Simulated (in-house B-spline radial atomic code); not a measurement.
A run on an ion of nuclear charge 44 with 44.3 electrons that did not converge. Method: scalar-relativistic (X2C) Hartree-Fock with fractional occupations, spin-polarised, spherical fractional occupations, Fermi nucleus of rms radius 4.4809 fm; computed with an all-electron radial atomic-structure program (B-spline basis).

Command:
```bash
python run_scf.py task.json out
```
Settings (nuclear radius in fm, mass in u):
```
Z                44
configuration    [Kr] 4d7 5s1.3
hamiltonian      x2c
method           hf,
spin_polarised   True
nucleus          fermi
rms_radius       4.4809
atomic_mass      101.90434
speed_of_light   137.035999084
```

First and last ten iterations of the last attempt (damped for 15 steps, keeping 80 % of the old Fock matrix, then DIIS):
```
 iter        energy (Eh)    residual
    1       -4520.897327    4.87e-01
    2       -4524.058832    2.76e-01
    3       -4525.734691    1.90e-01
    4       -4526.664246    1.25e-01
    5       -4527.172078    8.69e-02
    6       -4527.443978    6.16e-02
    7       -4527.586481    4.39e-02
    8       -4527.659932    3.39e-02
    9       -4527.697596    2.58e-02
   10       -4527.717147    1.94e-02
  111       -4527.141239    5.26e-02
  112       -4527.142308    5.25e-02
  113       -4527.141551    5.26e-02
  114       -4527.138679    5.28e-02
  115       -4527.140603    5.27e-02
  116       -4527.141156    5.25e-02
  117       -4527.731278    1.03e-02
  118       -4527.730939    1.05e-02
  119       -4527.130923    5.31e-02
  120       -4527.131497    5.31e-02
 not converged after 120 iterations
```

The smallest residual met was 7.4e-04; the threshold is about 4e-07. No energy from this run should be used. Run time, properties included: 5.7 s on 1 thread of Arm Neoverse V2 (shared host).
